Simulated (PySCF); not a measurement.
C₈H₁₃F.
SMILES with atom numbers: `[F:1][C@@:2]12[CH2:3][CH2:4][CH2:5][C@@H:6]([CH2:7][CH2:8]1)[CH2:9]2` (hydrogens: H10, H11 on C3; H12, H13 on C4; H14, H15 on C5; H16 on C6; H17, H18 on C7; H19, H20 on C8; H21, H22 on C9)

A GFN2-xTB structure was refined with PBE0-D3(BJ)/def2-SVP geometry optimisation, gas phase in PySCF 2.14.0. Its GFN2-xTB values:

| coordinate | GFN2-xTB |
| --- | --- |
| F1–C2 | 1.390 Å |
| C3–H10 | 1.092 Å |
| C3–H11 | 1.092 Å |
| C4–H12 | 1.091 Å |
| C4–H13 | 1.092 Å |
| C5–H14 | 1.092 Å |
| C5–H15 | 1.092 Å |
| C6–C7 | 1.538 Å |
| C6–H16 | 1.092 Å |
| C7–C8 | 1.540 Å |
| C7–H17 | 1.089 Å |
| C7–H18 | 1.090 Å |
| C8–H19 | 1.090 Å |
| C8–H20 | 1.089 Å |
| C9–H21 | 1.090 Å |
| C9–H22 | 1.089 Å |
| F1–C2–C8 | 110.6° |
| F1–C2–C9 | 111.8° |
| C2–C3–C4 | 110.2° |
| C2–C9–C6 | 99.6° |
| C3–C2–C8 | 112.8° |
| C3–C4–C5 | 111.9° |
| C7–C6–C9 | 102.6° |
| C8–C2–C9 | 103.2° |
| F1–C2–C3–C4 | 175° |
| C2–C3–C4–C5 | 46° |
| C3–C4–C5–C6 | -46° |

Question: How do these coordinates change at the PBE0-D3(BJ)/def2-SVP level?

Answer: 
| coordinate | PBE0-D3(BJ)/def2-SVP (Å or °) | change |
| --- | --- | --- |
| C4–H12 | 1.103 | +0.012 |
| C9–H22 | 1.101 | +0.012 |
| C7–H17 | 1.101 | +0.012 |
| C9–H21 | 1.102 | +0.012 |
| C5–H15 | 1.104 | +0.012 |
| C8–H20 | 1.100 | +0.011 |
| C3–H10 | 1.103 | +0.011 |
| C5–H14 | 1.103 | +0.011 |
| C7–H18 | 1.100 | +0.010 |
| C3–H11 | 1.102 | +0.010 |
| C8–H19 | 1.100 | +0.010 |
| C4–H13 | 1.101 | +0.009 |
| F1–C2 | 1.381 | -0.009 |
| C6–H16 | 1.101 | +0.009 |
| C6–C7 | 1.545 | +0.007 |
| C7–C8 | 1.545 | +0.005 |
| C2–C3–C4 | 111.1 | +0.9 |
| C2–C9–C6 | 100.3 | +0.7 |
| C7–C6–C9 | 102.0 | -0.6 |
| F1–C2–C8 | 111.2 | +0.6 |
| C8–C2–C9 | 102.7 | -0.5 |
| C3–C4–C5 | 112.4 | +0.5 |
| F1–C2–C9 | 112.2 | +0.4 |
| C3–C2–C8 | 112.5 | -0.3 |
| C3–C4–C5–C6 | -45 | +1 |
| C2–C3–C4–C5 | 45 | -1 |
| F1–C2–C3–C4 | 176 | +1 |

The energy falls by 3.6 kJ/mol over 4 energy and gradient evaluations, the largest force component goes from 0.0110 to 2.8e-04 Eh/bohr, and the atoms move by 0.019 Å rms after alignment. Among the bonds, C3–H10, C4–H12, C5–H14, C5–H15, C7–H17, C8–H20, C9–H21 and C9–H22 change most and about equally (+0.011 to +0.012 Å). Bonds longer at the end by more than 0.005 Å: 15 of 23; shorter: 1. Rotational constants go from 2431, 1704, 1414 to 2425, 1698, 1407 MHz.

The run used 191 basis functions and 24 SCF cycles in all.

No PBE0-D3(BJ)/def2-SVP frequencies stand behind this structure, so it isn't proved a minimum.
